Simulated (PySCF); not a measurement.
Compound: C3H14OSi3.
Z-matrix (Å and degrees, PBE0-D3(BJ)/def2-SVP geometry), rows numbered from 1:
```
C 
C   1  1.5267
Si  2  1.8690  1  113.58
O   3  1.6726  2  105.78  1   -60.64
C   3  1.8881  2  112.38  1   178.46
Si  5  1.8814  3  111.28  2   177.12
Si  5  1.8858  3  113.05  2    49.87
H   1  1.1017  2  111.47  3   -61.20
H   1  1.1012  2  111.78  3   178.60
H   1  1.1005  2  110.98  3    58.29
H   2  1.1048  1  111.02  3   121.79
H   2  1.1043  1  110.45  3  -121.27
H   3  1.5014  2  110.49  1    58.35
H   4  0.9612  3  117.49  2   173.20
H   5  1.1078  3  106.37  2   -67.58
H   6  1.4948  5  111.66  3   177.01
H   6  1.4965  5  110.55  3    55.72
H   6  1.4984  5  109.98  3   -63.09
H   7  1.4955  5  110.59  3   -67.84
H   7  1.4938  5  110.11  3    52.32
H   7  1.4967  5  110.85  3   172.28
```

The computed photoelectron lines, unassigned: C 1s: 289.53 (area 1), 290.05 (area 1), 290.55 (area 1) eV; O 1s: 538.24 eV; Si 1s: 1846.38 (area 1), 1846.48 (area 1), 1846.71 (area 1) eV; Si 2p3/2: 106.62 (area 1), 106.71 (area 1), 106.79 (area 1) eV.

Theory: delta-SCF UKS SCAN, pcX-2 on the ionised atom, pcseg-1 elsewhere, spin-free X2C (PySCF 2.14.0). Isolated species at its PBE0-D3(BJ)/def2-SVP geometry (one conformer only).

(1) Assign the C 1s lines to atoms.

Answers

(1) 289.53 eV: C5 (sp3 carbon bound to silicon); 290.05 eV: C2 (sp3 carbon bound to silicon); 290.55 eV: C1 (methyl carbon). Lowest listed C 1s: C5, bonded to H and 3 Si. Highest, 1.02 eV above it: C1, bonded to C and 3 H. The widest gap between neighbouring values is 0.52 eV, between 289.53 and 290.05 eV. Summing the Pauling electronegativity differences to the bonded atoms, each weighted by its formal bond order, gives -2.30 for the lowest site and -1.05 for the highest; no listed site has a larger sum than the highest.

Bonded neighbours of each site: C1: C and 3 H; C2: C, 2 H and Si; Si3: O, 2 C and H; O4: H and Si; C5: H and 3 Si; Si6: C and 3 H; Si7: C and 3 H.

Problem. Which photon wavelength matches the Si 1s of Si7 threshold?

Solution. λ = hc/E = 12398.42 eV Å / 1846.38 eV = 6.715 Å.

Spin–orbit and ligand-field terms were added within each 2p shell after the spin-free SCF. 2p1/2 minus 2p3/2 (ligand field included): Si 0.62 eV.
